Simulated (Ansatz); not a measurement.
System: MoO, charge 0, quintet. MoO (SMILES [O]=[Mo], quintet).
B3LYP-D3(BJ)/def2-TZVP minimum from Ansatz (a program for electronic structure):
```
Mo
O 1 1.6977
```
Charge 0, spin multiplicity 5.

Total energies in def2-SVP, 12 correlated electrons, 5 frozen orbitals. Open shells are spin-unrestricted; no spin-orbit coupling. Cores are frozen in correlated methods (noble-gas shells, and filled d and f shells in the p block). Past Kr the def2 sets carry scalar-relativistic core potentials. The UHF reference of MoO ([O]=[Mo], quintet) is spin-contaminated (<S^2> up to 0.53 over the pure value in the sets run).

```json
[
 {"method": "HF", "program": "Ansatz", "energy (Eh)": "-142.30085", "minus CCSDTQ (mEh)": "315.11"},
 {"method": "MP2", "program": "Ansatz", "energy (Eh)": "-142.56629", "minus CCSDTQ (mEh)": "49.67"},
 {"method": "CCSD", "program": "Ansatz", "energy (Eh)": "-142.59755", "minus CCSDTQ (mEh)": "18.42"},
 {"method": "CCSD(T)", "program": "Ansatz", "energy (Eh)": "-142.61111", "minus CCSDTQ (mEh)": "4.85"},
 {"method": "CCSDT(Q)", "program": "Ansatz", "energy (Eh)": "-142.61747", "minus CCSDTQ (mEh)": "-1.51"},
 {"method": "CCSDTQ", "program": "Ansatz", "energy (Eh)": "-142.61596", "minus CCSDTQ (mEh)": "0.00"}
]
```

Rough core times of Ansatz's runs on a shared machine: CCSD(T) 50 s, CCSDT(Q) 3 min, CCSDTQ 2 h.
